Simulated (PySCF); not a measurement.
This PySCF input asks for the NMR shieldings of `F[SiH2][C@@]12CC[C@@H]1C2`, C$_{5}$H$_{9}$FSi; the geometry comes from GFN2-xTB.

```python
import basis_set_exchange as bse
import numpy as np
from pyscf import gto, dft
from pyscf.prop import nmr

atoms = """
F     2.744374   -1.124261   -0.331329
Si    2.128305    0.162345    0.422172
C     0.306089    0.225335    0.022023
C    -0.351684   -0.212370   -1.292834
C    -1.524414   -0.819054   -0.499707
C    -0.878018   -0.345917    0.791679
C    -0.665664    1.126048    0.737528
H     2.866640    1.291377   -0.127454
H     2.364203   -0.083127    1.838332
H     0.229905   -0.954641   -1.834656
H    -0.607559    0.602292   -1.970860
H    -2.510398   -0.399941   -0.704949
H    -1.575468   -1.902456   -0.580941
H    -0.885708   -0.897587    1.718149
H    -1.340042    1.742873    0.159925
H    -0.308161    1.598029    1.641512
"""
names = dict.fromkeys(["F", "Si", "C", "H"], "pcSseg-1")
basis = {el: gto.basis.parse(bse.get_basis(n, elements=[el], fmt="nwchem")) for el, n in names.items()}
mol = gto.M(atom=atoms, basis=basis, charge=0, verbose=0)
mf = dft.RKS(mol, xc="PBE0")
mf.grids.level = 2
mf.grids.alignment = dft.numint.BLKSIZE   # the property module wants whole blocks of grid points
mf.conv_tol = 1e-9
mf.kernel()

calc = nmr.RKS(mf)   # GIAO
C = mf.mo_coeff
Co = C[:, mf.mo_occ > 0]
resp = mf.gen_response(singlet=True, hermi=2)
def vind(x):   # induced exchange potential for any number of trial vectors
    d = np.einsum("pi,xij,qj->xpq", C, 2 * x.reshape(-1, C.shape[1], Co.shape[1]), Co, optimize=True)
    return np.einsum("xpq,pi,qj->xij", resp(d - d.transpose(0, 2, 1)), C, Co, optimize=True).ravel()
mo1, _ = nmr.rhf.solve_mo1(calc, with_cphf=vind)
sigma = calc.kernel(mo1)
for i, s in enumerate(sigma):   # ppm
    print("%2d %-2s %9.2f" % (i, mol.atom_pure_symbol(i), np.trace(s) / 3))
```

Task: What are the results?

Result: 
```
 0 F     396.68
 1 Si    347.27
 2 C     173.08
 3 C     162.03
 4 C     162.47
 5 C     165.00
 6 C     168.28
 7 H      26.39
 8 H      27.08
 9 H      29.35
10 H      30.33
11 H      30.12
12 H      29.49
13 H      30.02
14 H      31.21
15 H      31.12
```

These numbers come from an equivalent density-fitted implementation of the same equations, which agrees with the script to about 0.01 ppm for H and up to a few tenths of a ppm for heavy atoms, so last digits may differ.

Size and cost of the density-fitted run: 171 basis functions, 38 s wall time on 1 thread of an Arm Neoverse N1, shared host; peak memory 0.77 GiB.
